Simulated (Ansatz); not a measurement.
`[NH2][SnH]([OH])[SiH2]F` + H–F → `[NH2][SnH2][OH]` + `F[SiH2]F`  (formal exchange of groups at the Sn–Si bond)

Program: Ansatz. Geometries: PBE0-D4/def2-TZVP. ΔE: electronic, gas phase. CCSD(T)/CBS is the MP2 limit (def2-TZVPP, def2-QZVPP) plus CCSD(T) − MP2 in def2-TZVPP, frozen cores. This one scheme is used for every species. DFT in def2-TZVPP. B3LYP here is the variant with VWN-RPA as its local correlation; programs differ in this. Elements past krypton have def2 core potentials. For Sn outer-core shells are correlated without core-valence functions, which leaves a few kJ/mol of doubt a bond. One conformer a species, not always the lowest.

```json
{"level": "r2SCAN-D4", "ΔE (kJ/mol)": "-131.8", "difference from CCSD(T)/CBS": "-2.7"}
{"level": "PBE0-D4", "ΔE (kJ/mol)": "-116.7", "difference from CCSD(T)/CBS": "12.4"}
{"level": "B3LYP-D4", "ΔE (kJ/mol)": "-128.2", "difference from CCSD(T)/CBS": "0.9"}
{"level": "ωB97X-V", "ΔE (kJ/mol)": "-134.0", "difference from CCSD(T)/CBS": "-4.9"}
{"level": "B2PLYP", "ΔE (kJ/mol)": "-138.9", "difference from CCSD(T)/CBS": "-9.8"}
{"level": "PBE", "ΔE (kJ/mol)": "-114.7", "difference from CCSD(T)/CBS": "14.4"}
{"level": "PBE0", "ΔE (kJ/mol)": "-121.8", "difference from CCSD(T)/CBS": "7.3"}
{"level": "B3LYP", "ΔE (kJ/mol)": "-136.9", "difference from CCSD(T)/CBS": "-7.8"}
{"level": "MP2/def2-TZVPP", "ΔE (kJ/mol)": "-135.8", "difference from CCSD(T)/CBS": "-6.7"}
{"level": "CCSD(T)/def2-TZVPP", "ΔE (kJ/mol)": "-135.0", "difference from CCSD(T)/CBS": "-5.9"}
{"level": "HF/def2-QZVPP", "ΔE (kJ/mol)": "-165.7", "difference from CCSD(T)/CBS": "-36.6"}
{"level": "MP2/def2-QZVPP", "ΔE (kJ/mol)": "-133.4", "difference from CCSD(T)/CBS": "-4.3"}
{"level": "SCS-MP2/def2-QZVPP", "ΔE (kJ/mol)": "-140.0", "difference from CCSD(T)/CBS": "-10.9"}
{"level": "HF/CBS(def2)", "ΔE (kJ/mol)": "-166.1", "difference from CCSD(T)/CBS": "-37.0"}
{"level": "MP2/CBS(def2)", "ΔE (kJ/mol)": "-129.9", "difference from CCSD(T)/CBS": "-0.8"}
{"level": "CCSD/CBS(def2)", "ΔE (kJ/mol)": "-133.0", "difference from CCSD(T)/CBS": "-3.9"}
{"level": "CCSD(T)/CBS", "ΔE (kJ/mol)": "-129.1", "difference from CCSD(T)/CBS": "0"}
```

Largest T1 diagnostic among the species: 0.013.

In def2-TZVPP, CCSD(T) changes the Hartree–Fock value by +28.0 kJ/mol (the triples alone add +3.8 kJ/mol) and MP2 by +27.2 kJ/mol. The D4 term adds +8.6 kJ/mol with B3LYP and +5.1 kJ/mol with PBE0; it sums over pairs of atoms, weighted by their polarisabilities, and B3LYP, whose exchange is more repulsive, gets the larger term. From PBE to PBE0 (25 % exact exchange), in def2-TZVPP and without D4, ΔE moves by −7.2 kJ/mol.
